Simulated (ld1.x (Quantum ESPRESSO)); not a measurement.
PBE RRKJ dataset for N, non-relativistic all-electron reference.

The input file (ld1.x (Quantum ESPRESSO) 7.5):

```
&input
   title='N', zed=7., rel=0, dft='PBE', iswitch=3,
   config='[He] 2s2 2p2 3d-2',
   nld=3, rlderiv=2.20, eminld=-4.0, emaxld=5.0, deld=0.02
 /
 &inputp
   pseudotype=2, tm=.false., rho0=0.02, lloc=0,
   nlcc=.true., new_core_ps=.true.,
   file_pseudopw='N.UPF', file_wfcaegen='ae.wfc', file_wfcncgen='nc.wfc', file_beta='beta', file_chi='chi'
 /
3
2P  2  1   2.00   0.00  1.95  1.95  0.0
3D  3  2  -2.00  -0.15  2.00  2.00  0.0
2S  1  0   2.00   0.00  0.95  0.95  0.0
 &test
   configts(1)='2s2 2p2'
 /
```

Command:

```bash
ld1.x < N.in > N.out
```

Output (shortened: banner, matrices, multipoles, cross overlaps and the repeated all-electron block are left out):

```
Program LD1 v.7.5
     --------------------------- All-electron run ----------------------------

     N

     atomic number is  7.00
     dft =PBE   lsd =0 sic =0 latt =0  beta=0.20 tr2=1.0E-14
     Exchange-correlation= PBE
                           (   1   4   3   4   0   0   0)
     mesh =1085 r(mesh) =  99.89202 a.u. xmin = -7.00 dx = 0.01250
     1 Ry =  13.60569312 eV

     n l     nl                  e(Ry)          e(Ha)          e(eV)
     1 0     1S 1( 2.00)       -29.5050       -14.7525      -401.4366
     2 0     2S 1( 2.00)        -2.3838        -1.1919       -32.4337
     2 1     2P 1( 2.00)        -1.5209        -0.7605       -20.6935

     final scf error:  4.3E-15 reached in  23 iterations

     Etot =    -107.843157 Ry,     -53.921579 Ha,   -1467.280905 eV

     Ekin =     107.554320 Ry,      53.777160 Ha,    1463.351077 eV
     Encl =    -247.528348 Ry,    -123.764174 Ha,   -3367.794740 eV
     Eh   =      44.493825 Ry,      22.246912 Ha,     605.369323 eV
     Exc  =     -12.362954 Ry,      -6.181477 Ha,    -168.206564 eV

     normalization and overlap integrals

     s(1S/1S) =  1.000000  <r> =   0.2298  <r2> =    0.0714  r(max) =   0.1483
     s(2S/2S) =  1.000000  <r> =   1.2456  <r2> =    1.8569  r(max) =   0.9916
     s(2P/2P) =  1.000000  <r> =   1.2761  <r2> =    2.0631  r(max) =   0.9200

     ------------------------ End of All-electron run ------------------------

     --------------------- Generating NC pseudopotential ---------------------

      Generating local pot.: lloc=0, matching radius rcloc =   0.9500

      Computing core charge for nlcc:

       r > 0.42 : true rho core
      Core charge pseudized with two Bessel functions
      Integrated core pseudo-charge :   1.23

      Wfc   2P  rcut= 1.972  Estimated cut-off energy=       46.24 Ry
      This function has    0 nodes for 0 < r <    1.972

      Wfc   3D  rcut= 2.022  Estimated cut-off energy=       54.62 Ry
      This function has    0 nodes for 0 < r <    2.022

     ------------------- End of pseudopotential generation -------------------

     Computing logarithmic derivative in   2.19319
     Computing logarithmic derivative in   2.19319
     Computing the partial wave expansion
       no projector for channel:   0
     R is outside the sphere for l=    1 j= 0.00
     R is outside the sphere for l=    2 j= 0.00

     ---------------------- Testing the pseudopotential ----------------------

     N

     atomic number is  7.00   valence charge is  5.00
     dft =PBE   lsd =0 sic =0 latt =0  beta=0.20 tr2=1.0E-14
     mesh =1085 r(mesh) =  99.89202 xmin = -7.00 dx = 0.01250

     n l     nl             e AE (Ry)        e PS (Ry)    De AE-PS (Ry)
     1 0     2S   1( 2.00)       -2.38383       -2.38383        0.00000
     2 1     2P   1( 2.00)       -1.52095       -1.52095       -0.00000

     eps = 2.7E-15  iter = 13

     Etot =    -107.843157 Ry,     -53.921579 Ha,   -1467.280905 eV
     Etotps =   -21.499460 Ry,     -10.749730 Ha,    -292.515049 eV

     Ekin =       9.855448 Ry,       4.927724 Ha,     134.090206 eV
     Encl =     -32.792662 Ry,     -16.396331 Ha,    -446.166897 eV
     Ehrt =      11.339879 Ry,       5.669939 Ha,     154.286907 eV
     Ecxc =      -7.157012 Ry,      -3.578506 Ha,     -97.376105 eV
     (Ecc =      -3.339404 Ry,      -1.669702 Ha,     -45.434910 eV)
     Epseu=      -2.745113 Ry,      -1.372556 Ha,     -37.349160 eV

     ---------------------- End of pseudopotential test ----------------------
```

Generation and configuration tests took about 1.3 s on one core of a shared server CPU.

Transferability test of the new file with ld1.x, input:

```
&input
   title='N', zed=7., rel=0, dft='PBE', iswitch=2,
   config='[He] 2s2 2p2 3d-2'
 /
 &test
   file_pseudo='N.UPF', nconf=8,
   configts(1)='2s2 2p2',
   configts(2)='2s2 2p3',
   configts(3)='2s2 2p1',
   configts(4)='2s2 2p0',
   configts(5)='2s2 2p3.3',
   configts(6)='2s1 2p3',
   configts(7)='2s1 2p0',
   configts(8)='2s2 2p2.5'
 /
```

```bash
ld1.x < N.test.in > N.test.out
```

Pseudopotential blocks of its output, shortened (energy terms left out; the distinct warnings before each block abridged to one line each):

```
     ---------------------- Testing the pseudopotential ----------------------

     n l     nl             e AE (Ry)        e PS (Ry)    De AE-PS (Ry)
     1 0     2S   1( 2.00)       -2.38383       -2.38383        0.00000
     2 1     2P   1( 2.00)       -1.52095       -1.52095        0.00000

     eps = 3.6E-15  iter =  9

     Etot =    -107.843157 Ry,     -53.921579 Ha,   -1467.280906 eV
     Etotps =   -21.499460 Ry,     -10.749730 Ha,    -292.515052 eV

     ---------------------- End of pseudopotential test ----------------------

          ---------------------- Testing the pseudopotential ----------------------

     n l     nl             e AE (Ry)        e PS (Ry)    De AE-PS (Ry)
     1 0     2S   1( 2.00)       -1.36397       -1.35923       -0.00473
     2 1     2P   1( 3.00)       -0.52146       -0.52530        0.00384

     eps = 1.6E-15  iter = 18

     Etot =    -108.842527 Ry,     -54.421263 Ha,   -1480.878020 eV
     Etotps =   -22.502569 Ry,     -11.251284 Ha,    -306.163043 eV
     dEtot_ae =      -0.999369 Ry
     dEtot_ps =      -1.003109 Ry,   Delta E=       0.003739 Ry

     ---------------------- End of pseudopotential test ----------------------

          ---------------------- Testing the pseudopotential ----------------------

     n l     nl             e AE (Ry)        e PS (Ry)    De AE-PS (Ry)
     1 0     2S   1( 2.00)       -3.61062       -3.59644       -0.01417  !
     2 1     2P   1( 1.00)       -2.75729       -2.71725       -0.04004  !

     eps = 4.0E-16  iter =  9

     Etot =    -105.722074 Ry,     -52.861037 Ha,   -1438.422091 eV
     Etotps =   -19.394150 Ry,      -9.697075 Ha,    -263.870847 eV
     dEtot_ae =       2.121084 Ry
     dEtot_ps =       2.105310 Ry,   Delta E=       0.015774 Ry

     ---------------------- End of pseudopotential test ----------------------

          ---------------------- Testing the pseudopotential ----------------------

     n l     nl             e AE (Ry)        e PS (Ry)    De AE-PS (Ry)
     1 0     2S   1( 2.00)       -5.00389       -4.93640       -0.06749  !
     2 1     2P   1( 0.00)       -4.19515       -4.04902       -0.14614  !

     eps = 1.1E-16  iter =  9

     Etot =    -102.261414 Ry,     -51.130707 Ha,   -1391.337418 eV
     Etotps =   -16.019752 Ry,      -8.009876 Ha,    -217.959828 eV
     dEtot_ae =       5.581743 Ry
     dEtot_ps =       5.479708 Ry,   Delta E=       0.102036 Ry

     ---------------------- End of pseudopotential test ----------------------

          ---------------------- Testing the pseudopotential ----------------------

     n l     nl             e AE (Ry)        e PS (Ry)    De AE-PS (Ry)
     1 0     2S   1( 2.00)       -1.10976       -1.10264       -0.00712  !
     2 1     2P   1( 3.30)       -0.27756       -0.27969        0.00213

     eps = 4.2E-15  iter = 22

     Etot =    -108.961629 Ry,     -54.480814 Ha,   -1482.498481 eV
     Etotps =   -22.622576 Ry,     -11.311288 Ha,    -307.795832 eV
     dEtot_ae =      -1.118471 Ry
     dEtot_ps =      -1.123117 Ry,   Delta E=       0.004646 Ry

     ---------------------- End of pseudopotential test ----------------------

          ---------------------- Testing the pseudopotential ----------------------

     n l     nl             e AE (Ry)        e PS (Ry)    De AE-PS (Ry)
     1 0     2S   1( 1.00)       -2.39183       -2.40626        0.01443  !
     2 1     2P   1( 3.00)       -1.52792       -1.54255        0.01463  !

     eps = 6.7E-15  iter =  9

     Etot =    -106.979731 Ry,     -53.489866 Ha,   -1455.533394 eV
     Etotps =   -20.636154 Ry,     -10.318077 Ha,    -280.769181 eV
     dEtot_ae =       0.863426 Ry
     dEtot_ps =       0.863306 Ry,   Delta E=       0.000121 Ry

     ---------------------- End of pseudopotential test ----------------------

          Warning: n=2, l=1 expected 0 nodes, found 1
     ---------------------- Testing the pseudopotential ----------------------

     n l     nl             e AE (Ry)        e PS (Ry)    De AE-PS (Ry)
     1 0     2S   1( 1.00)       -6.43225       -6.34810       -0.08414  !
     2 1     2P   1( 0.00)       -5.70048       -5.45435       -0.24613  !

     eps = 1.3E-15  iter =  7

     Etot =     -96.545478 Ry,     -48.272739 Ha,   -1313.568140 eV
     Etotps =   -10.379791 Ry,      -5.189896 Ha,    -141.224256 eV
     dEtot_ae =      11.297680 Ry
     dEtot_ps =      11.119668 Ry,   Delta E=       0.178012 Ry

     ---------------------- End of pseudopotential test ----------------------

          ---------------------- Testing the pseudopotential ----------------------

     n l     nl             e AE (Ry)        e PS (Ry)    De AE-PS (Ry)
     1 0     2S   1( 2.00)       -1.84441       -1.84323       -0.00118
     2 1     2P   1( 2.50)       -0.98849       -0.99313        0.00464

     eps = 8.7E-15  iter = 11

     Etot =    -108.467959 Ry,     -54.233980 Ha,   -1475.781768 eV
     Etotps =   -22.125723 Ry,     -11.062862 Ha,    -301.035800 eV
     dEtot_ae =      -0.624802 Ry
     dEtot_ps =      -0.626263 Ry,   Delta E=       0.001462 Ry

     ---------------------- End of pseudopotential test ----------------------
```
